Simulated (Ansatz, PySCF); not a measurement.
FHSi, SMILES F[SiH] (connectivity only; charge and spin as stated), charge -1, multiplicity 2. Atoms are numbered in the order given.

```xyz
3

Si     0.0957     0.6137     0.0000
H     -1.4475     0.8700     0.0000
F     -0.0034    -1.0974     0.0000
```
Charge -1, spin multiplicity 2.

Geometry: B3LYP-D3(BJ)/def2-TZVPD. The spin state was assumed, not searched. The isomer is the one that the SMILES or the coordinates give; other isomers of the formula were not compared.

Two levels are set side by side: PBE-D3(BJ)/def2-TZVPD (Ansatz, a first-principles code) and B3LYP-D3(BJ)/def2-TZVPD (Ansatz). Each level has its own optimised geometry; the coordinates shown are those of the second. Frequencies come from the Hessian of PySCF at each geometry. Differences are taken from unrounded values.

```
quantity                            B3LYP-D3(BJ)
----------------------------------  ------------
mean bond length (Å)                       1.639
bond Si1–F3 (Å)                            1.714
bond Si1–H2 (Å)                            1.564
highest harmonic wavenumber (cm⁻¹)          1764
mean harmonic wavenumber (cm⁻¹)             1061
zero-point energy (kcal/mol)                4.55
```

Q: What does PBE-D3(BJ) give, and how far is it from B3LYP-D3(BJ)? (The exact figures need the calculation; the answer reports its results.)

A: 
```csv
quantity,PBE-D3(BJ),PBE-D3(BJ) minus B3LYP-D3(BJ)
mean bond length (Å),1.655,0.016
bond Si1–F3 (Å),1.730,0.016
bond Si1–H2 (Å),1.581,0.017
highest harmonic wavenumber (cm⁻¹),1714,-51
mean harmonic wavenumber (cm⁻¹),1026,-36
zero-point energy (kcal/mol),4.40,-0.15
```

Exact exchange shortens and stiffens bonds; PBE has none. Differences between two approximate levels are no errors against the true value.
